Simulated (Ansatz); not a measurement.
What each rung costs, and what it gives

Saddle point of Si2H4Cl2, singlet (Si₂H₄Cl₂ ([SiH3][SiH]([Cl])[Cl]) → SiCl₂ + SiH₄; bonds formed: Si1–H3; bonds broken: Si1–Si2, Si2–H3), PBE0-D4/def2-TZVP structure:

Si1  (-0.171, -0.283, 1.096)
Si2  (-0.157, 0.812, -0.999)
H3  (0.411, -0.708, -0.488)
Cl4  (-1.258, 0.012, -2.554)
Cl5  (1.685, 1.358, -1.754)
H6  (-1.403, 0.220, 1.764)
H7  (-0.173, -1.757, 1.325)
H8  (1.066, 0.346, 1.610)
(Å)

Barriers are electronic and count from the start structure reached by relaxing down the imaginary mode.

Computed with Ansatz 0.2.0 (basis: as named in each row); correlated methods freeze the cores. B3LYP uses VWN-RPA correlation. Extrapolation: Hartree–Fock as exp(−7.88 √X), correlation as X^−2.97.

Times are rough, for one single point on 4 threads of a shared host (Arm Neoverse V2).

The estimate by CCSD(T) at an estimated basis limit (MP2 extrapolated from triple and quadruple zeta, plus CCSD(T) − MP2 in triple zeta) is 52.26 kcal/mol.

```csv
method,basis,time (s),barrier (kcal/mol),method less estimate
HF,STO-3G,under 1,93.55,41.29
PBE-D4,STO-3G,under 1,73.17,20.91
SPW92,def2-SVP,under 1,46.12,-6.14
B3LYP-D4,6-31G,under 1,59.58,7.32
PBE-D4,def2-SVP,under 1,47.31,-4.95
PBE0-D4,def2-SVP,under 1,51.45,-0.81
SPW92,def2-TZVPP,under 1,44.08,-8.18
CCSD(T),def2-SVP,1,54.91,2.65
PBE-D4,def2-TZVPP,1,45.54,-6.72
BLYP-D4,def2-TZVPP,2,47.50,-4.76
B3LYP-D4,def2-TZVPP,2,50.75,-1.51
BHLYP-D4,def2-TZVPP,2,55.52,3.27
PBE0-D4,def2-TZVPP,2,49.65,-2.60
CAM-B3LYP-D4,def2-TZVPP,2,53.60,1.35
RPA on PBE,def2-TZVPP,3,50.69,-1.57
r2SCAN-D4,def2-TZVPP,3,49.22,-3.03
wB97M-V,def2-SVP,3,52.03,-0.23
r2SCAN0-D4,def2-TZVPP,4,51.68,-0.58
B2PLYP,def2-TZVPP,4,52.47,0.21
PBE-QIDH,def2-TZVPP,4,53.27,1.01
wB97X-V,def2-TZVPP,6,54.17,1.91
B97M-V,def2-TZVPP,6,48.05,-4.20
wB97M-V,def2-TZVPP,6,50.49,-1.77
MP2,def2-QZVPP,10,53.61,1.35
CCSD(T),def2-TZVPP,45,52.43,0.17
```

All methods are single points on the PBE0-D4 structures.

T1 diagnostic: at most 0.013.

Losses and insertions of silylenes and their heavier kin drive the gas-phase chemistry of silicon and germanium vapour deposition.

Labels in which every atom is bracketed show which atoms are joined, not bond orders.
